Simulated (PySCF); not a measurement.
C3HF4, SMILES [CH]=C(F)C(F)(F)F, multiplicity 2. Atoms are numbered in the order given.

```xyz
8

C      1.2243    -1.6489     0.0000
C      0.1038    -0.9661     0.0000
F     -1.1110    -1.5242     0.0000
C      0.0168     0.5489     0.0000
F     -0.6400     0.9868    -1.0808
F     -0.6400     0.9868     1.0808
F      1.2393     1.0924     0.0000
H      2.2958    -1.4806     0.0000
```
Charge 0, spin multiplicity 2.

Geometry: B3LYP-D3(BJ)/def2-SVP. The isomer is the one that the SMILES or the coordinates give; other isomers of the formula were not compared.

The numbers are results of PySCF with PBE0/pcH-1, not measurements.

Unrestricted Kohn–Sham, ⟨S²⟩ = 0.766. Hyperfine tensors hold the contact and dipolar terms, without spin-orbit corrections.

Problem. Estimate the hyperfine couplings. (The exact figures need the calculation; the answer reports its results.)

Solution. 
```tsv
nucleus	A(iso) (MHz)	A(iso) (G)	dipolar principal values (MHz)
13C no. 1	313.5	111.9	-87.1, -56.4, 143.6
13C no. 2	-51.6	-18.4	-28.4, 2.9, 25.5
19F no. 3	118.1	42.1	-112.6, -26.4, 139.0
13C no. 4	67.6	24.1	-5.7, -4.4, 10.2
19F no. 5	12.2	4.3	-17.2, -14.1, 31.4
19F no. 6	12.2	4.3	-17.2, -14.1, 31.4
19F no. 7	9.3	3.3	-7.8, -7.2, 15.0
1H no. 8	-11.2	-4.0	-32.8, -9.4, 42.2
```
